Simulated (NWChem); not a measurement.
Program: NWChem. System: CH8AlN, charge 0, spin multiplicity 1, at a geometry optimised with B3LYP/def2-SVP. The structure started from a generated list of species. Level: MP2/def2-TZVP, 7 core orbitals frozen.

Job file:

```
start mol
memory heap 200 mb stack 800 mb global 1000 mb
geometry units angstroms nocenter noautoz noautosym
  Al    -0.435628    -0.331052     0.469193
  H      0.221973    -1.456500     1.407554
  H     -1.953966    -0.576081     0.006254
  C      0.159347     1.546032     0.723974
  H     -0.278341     1.965139     1.648369
  H     -0.155791     2.218382    -0.095065
  H      1.254978     1.645996     0.831629
  N      0.511625    -0.847125    -1.327303
  H      0.230984    -0.237263    -2.099668
  H      0.274775    -1.805274    -1.597392
  H      1.531093    -0.797042    -1.253919
end
basis spherical
  * library def2-tzvp
end
scf
  rhf
  nopen 0
  maxiter 100
  thresh 1e-7
  semidirect memsize 60000000 filesize 0
end
mp2
  freeze core 7
end
task mp2 energy
```

Part of the output:

```
             Northwest Computational Chemistry Package (NWChem) 7.3.0
             --------------------------------------------------------

                                NWChem Input Module
                                -------------------

 Scaling coordinates for geometry "geometry" by  1.889725989
 (inverse scale =  0.529177249)

                             Geometry "geometry" -> ""
                             -------------------------

 Output coordinates in angstroms (scale by  1.889725989 to convert to a.u.)

  No.       Tag          Charge          X              Y              Z
 ---- ---------------- ---------- -------------- -------------- --------------
    1 Al                  13.0000    -0.43562800    -0.33105200     0.46919300
    2 H                    1.0000     0.22197300    -1.45650000     1.40755400
    3 H                    1.0000    -1.95396600    -0.57608100     0.00625400
    4 C                    6.0000     0.15934700     1.54603200     0.72397400
    5 H                    1.0000    -0.27834100     1.96513900     1.64836900
    6 H                    1.0000    -0.15579100     2.21838200    -0.09506500
    7 H                    1.0000     1.25497800     1.64599600     0.83162900
    8 N                    7.0000     0.51162500    -0.84712500    -1.32730300
    9 H                    1.0000     0.23098400    -0.23726300    -2.09966800
   10 H                    1.0000     0.27477500    -1.80527400    -1.59739200
   11 H                    1.0000     1.53109300    -0.79704200    -1.25391900

 Effective nuclear repulsion energy (a.u.)     110.0962717065

            Nuclear Dipole moment (a.u.)
            ----------------------------
        X                 Y               Z
 ---------------- ---------------- ----------------
    -0.0000037795    -0.0000037795    -0.0000113384


 Summary of "ao basis" -> "" (spherical)
 ------------------------------------------------------------------------------
       Tag                 Description            Shells   Functions and Types
 ---------------- ------------------------------  ------  ---------------------
 *                         def2-tzvp                  on all atoms

 Summary of "ao basis" -> "ao basis" (spherical)
 ------------------------------------------------------------------------------
       Tag                 Description            Shells   Functions and Types
 ---------------- ------------------------------  ------  ---------------------
 Al                        def2-tzvp                13       37   5s5p2d1f
 H                         def2-tzvp                 4        6   3s1p
 C                         def2-tzvp                11       31   5s3p2d1f
 N                         def2-tzvp                11       31   5s3p2d1f

                                 NWChem SCF Module
                                 -----------------

  ao basis        = "ao basis"
  functions       =   147
  atoms           =    11
  closed shells   =    17
  open shells     =     0
  charge          =   0.00
  wavefunction    = RHF
  use symmetry    = F
  symmetry adapt  = F

 Summary of "ao basis" -> "ao basis" (spherical)
 ------------------------------------------------------------------------------
       Tag                 Description            Shells   Functions and Types
 ---------------- ------------------------------  ------  ---------------------
 Al                        def2-tzvp                13       37   5s5p2d1f
 H                         def2-tzvp                 4        6   3s1p
 C                         def2-tzvp                11       31   5s3p2d1f
 N                         def2-tzvp                11       31   5s3p2d1f

 Forming initial guess at       0.1s

      Superposition of Atomic Density Guess
      -------------------------------------

 Sum of atomic energies:        -337.85617750

      Non-variational initial energy
      ------------------------------

 Total energy =    -339.222561
 1-e energy   =    -682.694898
 2-e energy   =     233.376065
 HOMO         =      -0.344860
 LUMO         =       0.026481

 Starting SCF solution at       4.0s

 ----------------------------------------------
         Quadratically convergent ROHF

 Convergence threshold     :          1.000E-07
 Maximum no. of iterations :          100
 Final Fock-matrix accuracy:          1.000E-09
 ----------------------------------------------

              iter       energy          gnorm     gmax       time
             ----- ------------------- --------- --------- --------
                 1     -338.9074926470  7.92D-01  1.49D-01      5.3
                 2     -338.9548328291  2.63D-01  4.60D-02      6.6
                 3     -338.9606144164  1.28D-02  2.40D-03      9.9
                 4     -338.9606312161  5.44D-05  1.19D-05     15.4
                 5     -338.9606312164  4.34D-09  7.62D-10     24.2

       Final RHF  results
       ------------------

         Total SCF energy =   -338.960631216406
      One-electron energy =   -686.408105791991
      Two-electron energy =    237.351202869060
 Nuclear repulsion energy =    110.096271706525

        Time for solution =     20.2s

             Final eigenvalues
             -----------------

              1
    1  -58.4102
    2  -15.6350
    3  -11.1664
    4   -4.8261
    5   -3.1418
    6   -3.1402
    7   -3.1399
    8   -1.2330
    9   -0.8865
   10   -0.7154
   11   -0.7147
   12   -0.6036
   13   -0.5112
   14   -0.5082
   15   -0.4648
   16   -0.3812
   17   -0.3747
   18    0.0858
   19    0.1228
   20    0.1484
   21    0.1543
   22    0.1883
   23    0.2168
   24    0.2191
   25    0.2442
   26    0.2461
   27    0.2754

                       ROHF Final Molecular Orbital Analysis
                       -------------------------------------

 Vector   15  Occ=2.000000D+00  E=-4.648484D-01
              MO Center= -3.6D-01, -3.2D-01,  3.6D-01, r^2= 3.6D+00
   Bfn.  Coefficient  Atom+Function         Bfn.  Coefficient  Atom+Function
  ----- ------------  ---------------      ----- ------------  ---------------
     4      0.321132   1 Al s                 3     -0.187750   1 Al s
   106     -0.167557   8 N  pz              109     -0.162883   8 N  pz

 Vector   16  Occ=2.000000D+00  E=-3.812141D-01
              MO Center= -7.6D-01, -8.6D-01,  6.5D-01, r^2= 2.8D+00
   Bfn.  Coefficient  Atom+Function         Bfn.  Coefficient  Atom+Function
  ----- ------------  ---------------      ----- ------------  ---------------
    39      0.229609   2 H  s                45     -0.229850   3 H  s
    15      0.219978   1 Al px               40      0.184681   2 H  s
    46     -0.184994   3 H  s

 Vector   17  Occ=2.000000D+00  E=-3.746865D-01
              MO Center= -1.7D-01,  6.2D-01,  6.6D-01, r^2= 2.9D+00
   Bfn.  Coefficient  Atom+Function         Bfn.  Coefficient  Atom+Function
  ----- ------------  ---------------      ----- ------------  ---------------
    56      0.271199   4 C  py               59      0.261250   4 C  py
    16     -0.240623   1 Al py               62      0.172819   4 C  py

 Vector   18  Occ=0.000000D+00  E= 8.579127D-02
              MO Center=  6.0D-01, -8.5D-01, -1.5D+00, r^2= 6.2D+00
   Bfn.  Coefficient  Atom+Function         Bfn.  Coefficient  Atom+Function
  ----- ------------  ---------------      ----- ------------  ---------------
   103      2.375808   8 N  s               132     -0.860691   9 H  s
   144     -0.861628  11 H  s               138     -0.815207  10 H  s
    54      0.629773   4 C  s                20      0.504481   1 Al pz
   102     -0.327722   8 N  s                89     -0.308756   6 H  s
    95     -0.309651   7 H  s                18     -0.279110   1 Al px

 Vector   19  Occ=0.000000D+00  E= 1.228315D-01
              MO Center= -3.0D-01,  2.6D-02,  4.7D-01, r^2= 1.0D+01
   Bfn.  Coefficient  Atom+Function         Bfn.  Coefficient  Atom+Function
  ----- ------------  ---------------      ----- ------------  ---------------
    54      4.297909   4 C  s                19     -2.078046   1 Al py
     5     -1.677852   1 Al s                89     -0.702301   6 H  s
    95     -0.698706   7 H  s                62     -0.610353   4 C  py
    83     -0.577541   5 H  s                20     -0.565741   1 Al pz
    18     -0.473015   1 Al px               53     -0.467387   4 C  s

 Vector   20  Occ=0.000000D+00  E= 1.484060D-01
              MO Center= -9.8D-01, -8.8D-01,  9.7D-01, r^2= 8.2D+00
   Bfn.  Coefficient  Atom+Function         Bfn.  Coefficient  Atom+Function
  ----- ------------  ---------------      ----- ------------  ---------------
    20      1.505484   1 Al pz               18     -1.358589   1 Al px
   138      1.251186  10 H  s                83      1.063386   5 H  s
    19     -0.875682   1 Al py               63     -0.787750   4 C  pz
    46     -0.763457   3 H  s                40     -0.733879   2 H  s
   111      0.630673   8 N  py              112      0.482843   8 N  pz

------------------------------------------------------------
EAF file 0: "./mol.aoints.0" size=524288 bytes
------------------------------------------------------------
               write      read    awrite     aread      wait
               -----      ----    ------     -----      ----
     calls:        1        18         0         0         0
   data(b): 5.24e+05  9.44e+06  0.00e+00  0.00e+00
   time(s): 0.00e+00  0.00e+00  0.00e+00  0.00e+00  0.00e+00
rate(mb/s): 0.00e+00  0.00e+00
------------------------------------------------------------

 center of mass
 --------------
 x =  -0.04776121 y =  -0.03954246 z =   0.04951793

 moments of inertia (a.u.)
 ------------------
         394.944599439283          -3.399341590456          55.559995024914
          -3.399341590456         242.936222188265        -113.546880380963
          55.559995024914        -113.546880380963         274.362219628783

  Mulliken analysis of the total density
  --------------------------------------

    Atom       Charge   Shell Charges
 -----------   ------   -------------------------------------------------------
    1 Al  13    12.51   2.00  0.65  1.33  0.64  0.24  2.92  2.28  0.82  0.97  0.30  0.16  0.14  0.05
    2 H    1     1.20   0.23  0.57  0.40  0.00
    3 H    1     1.20   0.23  0.57  0.40  0.00
    4 C    6     6.64   0.85  1.12  0.47  0.69  0.12  1.23  1.50  0.61  0.01  0.03  0.00
    5 H    1     0.89   0.26  0.49  0.12  0.02
    6 H    1     0.90   0.26  0.49  0.13  0.02
    7 H    1     0.90   0.26  0.49  0.13  0.02
    8 N    7     7.61   0.82  1.16  0.52  0.86  0.14  1.50  1.82  0.77  0.01  0.03  0.00
    9 H    1     0.71   0.25  0.38  0.04  0.03
   10 H    1     0.71   0.25  0.38  0.04  0.03
   11 H    1     0.71   0.25  0.38  0.04  0.03

       Multipole analysis of the density wrt the origin
       ------------------------------------------------

     L   x y z        total         open         nuclear
     -   - - -        -----         ----         -------
     0   0 0 0      0.000000      0.000000     34.000000

     1   1 0 0      1.021540      0.000000     -0.000004
     1   0 1 0     -0.391983      0.000000     -0.000004
     1   0 0 1     -1.833343      0.000000     -0.000011

     2   2 0 0    -23.436312      0.000000     44.526789
     2   1 1 0     -1.883815      0.000000      1.868789
     2   1 0 1     -2.630028      0.000000    -30.933956
     2   0 2 0    -23.372029      0.000000    138.148458
     2   0 1 1      3.555499      0.000000     68.893239
     2   0 0 2    -18.049720      0.000000    115.239679

                   NWChem MP2 Semi-direct Energy/Gradient Module
                   ---------------------------------------------

  Basis functions       =    147
  Molecular orbitals    =    147
  Frozen core           =      7
  Frozen virtuals       =      0
  Active alpha occupied =     10
  Active beta occupied  =     10
  Active alpha virtual  =    130
  Active beta virtual   =    130
  Use MO symmetry       = F
  Use skeleton AO sym   = F

  AO/Fock/Back tols     =   1.0D-09  1.0D-09  1.0D-09

 GA uses MA = F    GA memory limited = T

 Available:
  local mem=  1.15D+08
 global mem=  1.31D+08
 local disk=  0.00D+00
  mp2_memr nvloc                   130
  nvloc new                   130
   1 passes of  10:        5242880                     109056                  46420472.
   1 passes of  10: M    114679491           G      131028782           F     109436611.

 Semi-direct pass number   1 of   1  for RHF alpha+beta  at       24.3s
  vrange nnbf                 10494
  mp2_eaftype                   177  avail_ma_in_mb                   999
 EAF : mp2_eaftype filesize         177   23210236.
  mp2_eaf for mointskh                    177
Node 0 wrote    109.1 Mb in      0.0 s     Agg I/O rate:  2230.0 Mb/s
 Done moints_semi at       34.6s
  mp2_eaftype                   177  avail_ma_in_mb                   822
 EAF : mp2_eaftype filesize         177   23210236.
  mp2_eaf for kh                   177
 Done maket at       35.2s
 Done multipass loop at       35.2s

          -------------------------------------------
          SCF energy                -338.960631216406
          Correlation energy          -0.488530295915
          Singlet pairs               -0.339432601660
          Triplet pairs               -0.149097694255
          Total MP2 energy          -339.449161512321
          -------------------------------------------

          ---------------------------------------------------
                    Spin Component Scaled (SCS) MP2
          Same spin pairs                     -0.099398462837
          Same spin scaling factor             0.333333333333
          Opposite spin pairs                 -0.389131833079
          Opposite spin scaling fact.          1.200000000000
          SCS-MP2 correlation energy          -0.500091020640
          Total SCS-MP2 energy              -339.460722237045
          ---------------------------------------------------

 -----------------------
 Performance information
 -----------------------

 Timer overhead =  1.97D-07 seconds/call

               Nr. of calls         CPU time (s)                 Wall time (s)                GFlops
             ---------------    -------------------     ------------------------------   -------------------
Name         Min   Avg   Max    Min     Avg     Max     Min     Avg     Max   Mx/calls   Min     Max     Sum
mp2: moin     1     1     1    10.     10.     10.      10.     10.     10.     10.      0.0     0.0     0.0
mp2: make     1     1     1   0.56    0.56    0.56     0.56    0.56    0.56    0.56      0.0     0.0     0.0
mp2: tota     1     1     1    11.     11.     11.      11.     11.     11.     11.      0.0     0.0     0.0

 The average no. of pstat calls per process was 3.00D+00
 with a timing overhead of 5.92D-07s

 Task  times  cpu:       35.2s     wall:       35.2s

 Total times  cpu:       35.2s     wall:       35.2s
```
